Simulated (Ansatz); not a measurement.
`CBCS`, charge 0, multiplicity 1.

Question: Give a relaxed structure at PBE0-D4/def2-TZVP (Ansatz). (Best estimate.)

Answer: Computed: 
Z-matrix (Å, degrees):
```
C
B 1 1.576
H 1 1.095 2 114.1
H 1 1.097 2 107.9 3 -118.3
H 1 1.093 2 113.2 3 124.5
C 2 1.557 1 122.0 3 18.0
S 2 2.154 1 113.5 3 -46.6
H 2 1.201 1 120.6 3 -172.0
H 6 1.087 2 120.3 1 158.2
H 6 1.087 2 121.9 1 7.6
H 7 1.342 2 94.6 1 19.0
```
This is one stationary point; other conformers may exist.
